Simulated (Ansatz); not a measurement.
Basis-set extrapolation for C$_{2}$H$_{7}$BN$_{2}$, SMILES `BCC(=N)N` (PBE0-D4/def2-TZVP geometry, frozen core, the Gaussian-basis code of Ansatz). Multiplicity 1, RHF reference.

|  | def2-TZVPP | def2-QZVPP |
| --- | --- | --- |
| HF | -213.456134 | -213.466290 |
| MP2 correlation | -0.845286 | -0.902229 |
| CCSD(T) correlation | -0.921341 | not run |

Energies in hartree. Use E(X) = E(∞) + A·exp(−7.88·√X) for Hartree–Fock and E(X) = E(∞) + B·X^(−2.97) for correlation, with X = 3 and 4, and add CCSD(T) minus MP2 of the smaller set to the MP2 limit.

Problem. What is the CCSD(T) energy at the basis-set limit?

Solution. HF limit: -213.466290 + (-0.010156) × 0.13774 = -213.46769. MP2 limit: -0.902229 + (-0.056943) × 0.74074 = -0.94441. Higher-order term: -0.921341 − (-0.845286) = -0.07605. Total: -214.48815 hartree, 3.01 eV below CCSD(T)/def2-TZVPP.
